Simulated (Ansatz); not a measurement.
Calculated with Ansatz (gas phase, PBE0-D4/def2-TZVP geometries, no zero-point term in ΔE). CCSD(T)/CBS is the MP2 limit (def2-TZVPP, def2-QZVPP) plus CCSD(T) − MP2 in def2-TZVPP, frozen cores. This one scheme is used for every species. DFT in def2-TZVPP. Elements past krypton have def2 core potentials. For In, Se outer-core shells are correlated without core-valence functions, which leaves a few kJ/mol of doubt a bond. Scalar relativity is left out up to krypton. Each species was taken in one conformer, which may not be the lowest.

`[F][In]([Cl])[SeH]` + HCl → `[Cl][In]([Cl])[SeH]` + H–F  (ligand exchange at the In–F bond)

`[F][In]([Cl])[SeH]`:

Cartesian coordinates in Å:
```
F -1.074 -0.495 1.664
In 0.373 -0.070 0.446
Cl 2.460 -0.101 1.413
Se -0.166 0.435 -1.907
H -1.593 0.231 -1.616
```

HCl:

Cartesian coordinates in Å:
```
Cl 0.334 0.347 -0.420
H -0.334 -0.347 0.420
```

`[Cl][In]([Cl])[SeH]`:

Z-matrix (Å, degrees):
```
In
Cl 1 2.310
Se 1 2.472 2 121.8
Cl 1 2.307 2 116.4 3 -179.9
H 3 1.470 1 90.1 2 0.4
```

H–F:

Cartesian coordinates in Å:
```
F -0.229 -0.397 -0.040
H 0.229 0.397 0.040
```

```tsv
level	ΔE (kJ/mol)
PBE0-D4	-62.8
CAM-B3LYP-D4	-51.4
ωB97M-V	-56.6
HF/def2-TZVPP	-63.4
```

(1) What does CCSD(T)/CBS give? (Estimate.)

Largest T1 diagnostic among the species: 0.013.

## Answers

(1) Ansatz gave: -61.1 kJ/mol. The listed levels differ from it by -1.7, 9.7, 4.5, -2.3 kJ/mol.

From BLYP to BHLYP (50 % exact exchange), in def2-TZVPP and without D4, ΔE moves by −16.0 kJ/mol. At CCSD(T), def2-SVP lies +9.0 kJ/mol from the extrapolated value and def2-TZVPP +0.9 kJ/mol. Leaving LDA and LC-ωPBE aside and taking each functional with its dispersion term where it has one, the values, not all of them listed here, spread over 18.4 kJ/mol, from PBE-QIDH to BLYP-D4. LDA lies −6.3 kJ/mol from PBE without D4.
